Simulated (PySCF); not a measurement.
# How methods differ on the excitation energy of B

B [He] 2s2 2p1 (2P) → B [He] 2s1 2p1 3d1 (high-spin determinant), as a difference of total energies. Computed with PySCF 2.14 in aug-cc-pVQZ with one added diffuse shell each of s, p, d, f, g type (7s6p5d4f3g, 105 functions), with no relativity, point nucleus. Correlated levels: valence: 1s2 frozen. The calculations carry no spin-orbit coupling.

| method | excitation energy (eV) |
| --- | --- |
| UHF | 9.630 |
| LDA | 10.794 |
| PBE | 10.618 |
| PBE0 | 10.654 |
| r2SCAN | 10.558 |
| BP86 | 10.705 |
| LC-wPBE | 11.006 |
| HSE06 | 10.608 |
| MP2 (valence) | 10.796 |
| SCS-MP2 (valence) | 11.052 |

Task: How much does correlation contribute at MP2 (valence)?

Result: 10.796 − (9.630) = 1.166 eV, measured against UHF.

The upper state lies above the first ionisation limit, but in LS coupling its spin forbids autoionisation to the ground ion. A Rydberg-like electron needs more diffuse functions than a valence basis has.

The promoted electron is Rydberg-like, and one or two diffuse shells describe it only roughly, which tends to raise the upper state.

The determinant of the upper state mixes LS terms, which raises its energy above the lowest term, most at the Hartree-Fock and MP2 levels.
